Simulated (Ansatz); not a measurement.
Geometry optimisation, RKS PBE-D4/def2-SVP (Ansatz).

Input:

```yaml
crystal:
  periodic: [false, false, false]
  atoms:
    - { symbol: C, position_ang: [-1.9283, -0.4429, -0.4218] }
    - { symbol: Al, position_ang: [-0.0591, -0.1473, 0.0157] }
    - { symbol: C, position_ang: [0.9936, -1.6809, 0.6537] }
    - { symbol: Si, position_ang: [1.0128, 1.9907, -0.2255] }
    - { symbol: F, position_ang: [-0.2099, 3.0684, -0.8041] }
    - { symbol: H, position_ang: [-2.5957, 0.2789, 0.2059] }
    - { symbol: H, position_ang: [-2.1154, -0.1384, -1.496] }
    - { symbol: H, position_ang: [-2.2219, -1.4389, -0.2654] }
    - { symbol: H, position_ang: [2.069, -1.3288, 0.9058] }
    - { symbol: H, position_ang: [0.5831, -2.075, 1.6274] }
    - { symbol: H, position_ang: [1.0241, -2.4797, -0.0823] }
    - { symbol: H, position_ang: [2.0686, 1.9026, -1.1649] }
    - { symbol: H, position_ang: [1.3994, 2.4565, 1.0662] }
basis:
  gaussian: { orbitals: def2-SVP }
hamiltonian:
  xc: pbe
  dispersion: d4
relax:
  f_tol: 0.02
  max_steps: 50
output:
  orbitals: {}
```

Command:

```bash
$ ansatz run input.yaml --threads 2 --pin off --max-ram 3072MiB --backend cpu --events-out ev --progress --plain --runs-dir out
```

Where does it end, and by what steps?

The forces met the threshold. After 7 steps the energy has fallen by 0.499 eV; H13 moved furthest, 0.18 Å.

| step | energy less start (eV) | largest force component (eV/Å) | accepted |
| --- | --- | --- | --- |
| 0 | 0.0000 | 3.300 | yes |
| 1 | -0.4043 | 1.275 | yes |
| 2 | -0.4594 | 0.692 | yes |
| 3 | -0.4916 | 0.258 | yes |
| 4 | -0.4962 | 0.104 | yes |
| 5 | -0.4974 | 0.086 | yes |
| 6 | -0.4987 | 0.029 | yes |
| 7 | -0.4991 | 0.017 | yes |

```xyz
13
Properties=species:S:1:pos:R:3
C -1.970 -0.437 -0.432
Al -0.070 -0.205 0.027
C 1.029 -1.700 0.690
Si 0.961 2.031 -0.229
F -0.165 3.093 -0.820
H -2.608 0.234 0.184
H -2.161 -0.148 -1.488
H -2.332 -1.476 -0.290
H 2.085 -1.434 0.899
H 0.594 -2.115 1.626
H 1.031 -2.537 -0.043
H 2.141 2.052 -1.179
H 1.486 2.609 1.069
```

Whether the end is a true minimum wasn't checked by a vibrational analysis.

Time of the run: 12 s on 2 threads of Intel(R) Xeon(R) 6975P-C (Granite Rapids) (shared host), peak memory 0.18 GiB.
